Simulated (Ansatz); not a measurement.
Calculated with Ansatz (gas phase, PBE0-D4/def2-TZVP geometries, no zero-point term in ΔE). CCSD(T)/CBS is the MP2 limit (def2-TZVPP, def2-QZVPP) plus CCSD(T) − MP2 in def2-TZVPP, frozen cores. This one scheme is used for every species. Functionals use def2-TZVPP. One conformer a species, not always the lowest.

`C#CB(F)F` + H₂O → `OB(F)F` + `C#C`  (formal hydrolysis of a B–C bond)

`C#CB(F)F`:

```xyz
6

C    -0.830    1.096   -0.841
C    -0.210    0.278   -0.213
B     0.573   -0.757    0.581
F     0.642   -2.009    0.183
F     1.204   -0.429    1.688
H    -1.379    1.821   -1.397
```

H₂O:

```xyz
3

O     0.148   -0.357   -0.049
H     0.264    0.407   -0.618
H    -0.412   -0.051    0.668
```

`OB(F)F`:

```xyz
5

O     0.949    0.020   -0.363
B    -0.216   -0.116    0.295
F    -0.233   -0.725    1.463
F    -1.362    0.345   -0.191
H     0.862    0.477   -1.204
```

`C#C`:

```xyz
4

C     0.002    0.586    0.122
C    -0.002   -0.586   -0.122
H     0.005    1.628    0.339
H    -0.005   -1.628   -0.339
```

CCSD(T)/CBS gives -86.1 kJ/mol.

Task: Another level gave -89.6 kJ/mol. Which?
A. CAM-B3LYP/def2-TZVPP
B. BLYP/def2-TZVPP
C. revPBE/def2-TZVPP
D. PBE-QIDH/def2-TZVPP

Result: D. PBE-QIDH -89.6, revPBE -78.1, CAM-B3LYP -94.6, BLYP -84.3 kJ/mol.

Largest T1 diagnostic among the species: 0.014.

From PBE to PBE0 (25 % exact exchange), in def2-TZVPP and without D4, ΔE moves by −5.8 kJ/mol. At CCSD(T), def2-SVP lies −20.1 kJ/mol from the extrapolated value and def2-TZVPP −3.2 kJ/mol. Leaving LDA and LC-ωPBE aside and taking each functional with its dispersion term where it has one, the values, not all of them listed here, spread over 17.2 kJ/mol, from BHLYP-D4 to revPBE-D4. LDA lies −7.7 kJ/mol from PBE without D4.
